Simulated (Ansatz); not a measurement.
Start from `C[SiH](O)I` and change one atom or group to get `C[SiH2]O`.

Ansatz, PBE0-D4/def2-TZVP geometries, multiplicity 1. Each molecule was computed in one conformer, which needn't be the lowest.

Elements past krypton have def2 core potentials.

| property | `C[SiH](O)I` |
| --- | --- |
| HOMO–LUMO gap (PBE/def2-TZVPP) / eV | 5.55 |
| HOMO energy (ωB97M-V/def2-TZVPP) / eV | -9.67 |
| LUMO energy (PBE0/def2-TZVPP) / eV | 0.03 |
| HOMO energy (B3LYP/def2-TZVPP) / eV | -7.29 |
| LUMO energy (PBE/def2-TZVPP) / eV | -0.84 |
| HOMO–LUMO gap (B3LYP/def2-TZVPP) / eV | 7.08 |

Task: Give the same properties after the change, and the shifts. (An estimate is asked.)

Result: Computed: 
| property | `C[SiH2]O` | shift |
| --- | --- | --- |
| HOMO–LUMO gap (PBE/def2-TZVPP) / eV | 6.55 | 1.00 |
| HOMO energy (ωB97M-V/def2-TZVPP) / eV | -10.73 | -1.06 |
| LUMO energy (PBE0/def2-TZVPP) / eV | 0.48 | 0.45 |
| HOMO energy (B3LYP/def2-TZVPP) / eV | -8.21 | -0.92 |
| LUMO energy (PBE/def2-TZVPP) / eV | -0.40 | 0.44 |
| HOMO–LUMO gap (B3LYP/def2-TZVPP) / eV | 8.37 | 1.29 |

With PBE0 the HOMO falls by 0.88 eV and the LUMO rises by 0.45 eV, so the gap widens by about 1.33 eV. PBE moves the HOMO by -0.55 eV and ωB97M-V by -1.06 eV.

B3LYP here is the variant with VWN-RPA as its local correlation; programs differ in this.

Spin–orbit coupling is left out; it splits and shifts lone-pair levels of the heavy atoms by tenths of an eV.
